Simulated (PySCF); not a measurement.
Species: C5H9ClO2.
Z-matrix (Å and degrees, GFN2-xTB geometry), rows numbered from 1:
```
C 
C   1  1.5334
C   2  1.5161  1  106.71
O   3  1.2009  2  125.74  1   -83.19
O   3  1.3360  2  111.51  1    94.80
C   2  1.5295  1  112.13  3  -120.35
C   6  1.5185  2  112.67  1   178.64
Cl  6  1.7928  2  108.93  1   -60.89
H   1  1.0878  2  110.06  3    59.37
H   1  1.0863  2  109.92  3   179.31
H   1  1.0871  2  110.23  3   -60.80
H   2  1.0933  1  109.54  3   117.22
H   5  0.9710  3  110.80  2  -177.07
H   6  1.0927  2  109.69  1    54.94
H   7  1.0880  6  110.64  2    55.89
H   7  1.0877  6  109.49  2   -64.42
H   7  1.0873  6  110.40  2   176.22
```

Computed with PBE0/pcSseg-1 in PySCF (dipole) on a GFN2-xTB geometry, gas phase.

Take the most abundant isotopes and a rigid rotor. The values belong to one conformer with, in the numbering `[CH3:1][C@H:2]([C:3](=[O:4])[OH:5])[C@@H:6]([CH3:7])[Cl:8]`, C1–C2–C3–O4 -83°, C2–C3–O5–H -177°, C1–C2–C6–C7 179°.

Task: What are A, B and C (GHz)?

Result: Ia = 173.46, Ib = 477.64, Ic = 559.54 u·Å²; 505379 MHz·u·Å²/I gives 2913, 1058 and 903.2 MHz, that is A = 2.9134, B = 1.0581, C = 0.9032 GHz.

Task: What kind of rotor is it?

Result: An asymmetric top; Ray's κ = -0.846.

Task: What does the inertial defect say?

Result: Not planar: Δ = Ic − Ia − Ib = -91.56 u·Å². For a rigid frame Δ = −2 Σ m c², so Σ m c² = 45.78 u·Å² lies off the ab plane: 8.17 from hydrogen and 37.61 from heavier atoms. The atom farthest from that plane is 1.39 Å away.

Task: Give the other two planar moments, Paa and Pbb, and the rms extents of the mass along the axes.

Result: Paa = Σ m a² = (Ib + Ic − Ia)/2 = 431.85 and Pbb = Σ m b² = (Ia + Ic − Ib)/2 = 127.68 u·Å². With the mass M = 136.03 u, the rms extents √(P/M) along a, b and c are 1.78, 0.97, 0.58 Å.

Task: Give the coordinates in the principal-axis frame, origin at the centre of mass.

Result: The sense of each axis is arbitrary; atoms in the order of the calculation.
```tsv
atom	mass (u)	a (Å)	b (Å)	c (Å)
C1	12.000	0.229	1.884	-0.313
C2	12.000	0.302	0.472	0.281
C3	12.000	1.682	-0.066	-0.045
O4	15.995	2.008	-0.582	-1.079
O5	15.995	2.538	0.140	0.960
C6	12.000	-0.767	-0.454	-0.301
C7	12.000	-0.684	-1.865	0.254
Cl8	34.969	-2.386	0.214	0.083
H9	1.008	0.390	1.846	-1.388
H10	1.008	-0.749	2.316	-0.119
H11	1.008	0.987	2.520	0.136
H12	1.008	0.199	0.526	1.368
H13	1.008	3.428	-0.167	0.724
H14	1.008	-0.692	-0.464	-1.391
H15	1.008	-0.743	-1.854	1.340
H16	1.008	0.257	-2.319	-0.048
H17	1.008	-1.499	-2.473	-0.132
```

Task: Where do the levels up to J = 2 lie, in MHz?

Result: Above 0(0,0):
J = 1: 1(0,1) 1961, 1(1,1) 3817, 1(1,0) 3972
J = 2: 2(0,2) 5875, 2(1,2) 7584, 2(1,1) 8049, 2(2,1) 13615, 2(2,0) 13624
Those of J = 1 are B + C, A + C and A + B.

Task: Which types of transition are allowed, and where do some lines up to J = 4 fall?

Result: The dipole components are |μa| = 1.71 D, |μb| = 0.05 D, |μc| = 1.05 D. Intensities carry the squares of the components, which stand as 1.00 : 0.00 : 0.38 (a : b : c). Some lines, for components of 0.1 D or more:

```
type  branch         J(Ka,Kc)    MHz  lower level (cm⁻¹)
   a       Q  3(1,2) ← 3(1,3)    929               0.441
   c       Q  4(1,4) ← 4(0,4)   1272               0.650
   c       Q  3(1,3) ← 3(0,3)   1509               0.391
   a       Q  4(1,3) ← 4(1,4)   1546               0.692
   a       R  2(1,2) ← 1(1,1)   3768               0.127
   a       R  2(0,2) ← 1(0,1)   3913               0.065
   c       R  1(1,0) ← 0(0,0)   3972               0.000
   c       Q  4(2,3) ← 4(1,3)   5042               0.744
   c       Q  3(2,2) ← 3(1,2)   5340               0.472
   c       Q  2(2,1) ← 2(1,1)   5566               0.268
   a       R  3(1,3) ← 2(1,2)   5646               0.253
   a       R  3(2,2) ← 2(2,1)   5884               0.454
   a       R  3(1,2) ← 2(1,1)   6110               0.268
   a       R  4(0,4) ← 3(0,3)   7754               0.391
   c       R  3(1,2) ← 2(0,2)   8285               0.196
   c       Q  4(3,2) ← 4(2,2)   9557               0.916
   c       Q  3(3,1) ← 3(2,1)   9623               0.652
   c       R  2(2,1) ← 1(1,1)   9798               0.127
   c       R  4(2,3) ← 3(1,3)  14107               0.441
   c       R  3(3,0) ← 2(2,0)  15545               0.454
   c       R  3(3,1) ← 2(2,1)  15554               0.454
   c       R  4(3,1) ← 3(2,1)  17489               0.652
   c       R  4(3,2) ← 3(2,2)  17532               0.650
   c       R  4(4,0) ← 3(3,0)  21376               0.973
```

GFN2-xTB frequencies: not computed here. No vibrational averaging or centrifugal distortion is included, and the geometry carries the error of its method. A rigid rotor knows nothing of internal rotation, which can split or shift real lines. Quadrupole hyperfine structure (35Cl) is left out.
